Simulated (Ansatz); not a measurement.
Z-matrix (Å, degrees):
```
P
Al 1 2.476
H 1 1.407 2 117.4
H 1 1.407 2 117.4 3 -120.0
H 1 1.407 2 117.4 3 120.0
Cl 2 2.106 1 99.8 3 -180.0
Cl 2 2.106 1 99.8 3 -60.0
Cl 2 2.106 1 99.8 3 60.0
```

Total charge 0; spin multiplicity 1.

(1) List the PBE/def2-TZVPP orbital energies in eV (Ansatz). (Estimate.)

Results:

(1) Ansatz gave: Occupied: -2738.48, -2738.48, -2738.48, -2078.10, -1507.95, -249.07, -249.07, -249.07, -189.72, -189.72, -189.72, -189.62, -189.62, -189.62, -189.61, -189.61, -189.61, -173.49, -124.94, -124.94, -124.84, -108.07, -70.08, -70.01, -70.01, -20.13, -19.71, -19.71, -17.90, -11.44, -11.44, -11.18, -9.33, -9.09, -9.09, -7.85, -7.85, -7.65, -7.65, -7.54, -7.23. Lowest empty: -1.68, -1.68, -1.01, -0.37, -0.02, 0.94, 0.94, 2.50.
